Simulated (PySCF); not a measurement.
# How the method changes the shape and vibrations of AlBFH2

These are calculations, not measurements. The program is PySCF 2.14.0, an open-source quantum chemistry code, run on an isolated molecule that a program drew, which may never have been made. The molecule is AlBFH2 (charge 0, doublet), drawn as the SMILES string `F[BH][AlH]`.

The geometry was optimised and harmonic frequencies were computed with HF and MP2, all in the cc-pV(D+d)Z basis, for the commonest isotopes, with a restricted reference for singlets and an unrestricted one otherwise, and a frozen core in MP2. Each result is a local minimum of its method.

Geometry at the HF minimum:
```xyz
5
AlBFH2, angstrom
F    -1.4950    0.0340    1.7380
B    -1.3129   -0.4743    0.5123
Al    0.4227    0.0998   -0.6545
H    -2.1236   -1.3024    0.1741
H     0.3737    1.2699   -1.7343
```

Lengths of the bonds as drawn, in Å (atoms numbered as above):
```
bond,HF,MP2
F1-B2,1.339,1.352
B2-Al3,2.169,2.162
B2-H4,1.207,1.216
Al3-H5,1.593,1.592
```

Rotational constants, in GHz:
```
constant     HF    MP2
       A   47.7  48.06
       B  4.288  4.257
       C  4.039  4.011
```

Harmonic frequencies in cm^-1, each column in rising order, so a row needn't be the same motion in every method:
| rank | HF | MP2 |
|---|---|---|
| 1 | 181 | 182 |
| 2 | 246 | 249 |
| 3 | 427 | 386 |
| 4 | 523 | 510 |
| 5 | 808 | 781 |
| 6 | 1146 | ? |
| 7 | 1266 | 1237 |
| 8 | 1929 | 1915 |
| 9 | 2654 | 2595 |

**Estimate the missing MP2 frequency from the HF column.**

A single factor s that minimises the squared misfit of MP2 against s times HF over the other rows is sum(HF x MP2) / sum(HF^2) = 0.9804, with an rms misfit of 15 cm^-1. For rank 6 it gives 0.9804 x 1146 = 1124 cm^-1. The calculation gives 1106 cm^-1, 18 cm^-1 below the estimate. The drawn bonds are on average 0.3 % longer in MP2 than in HF.
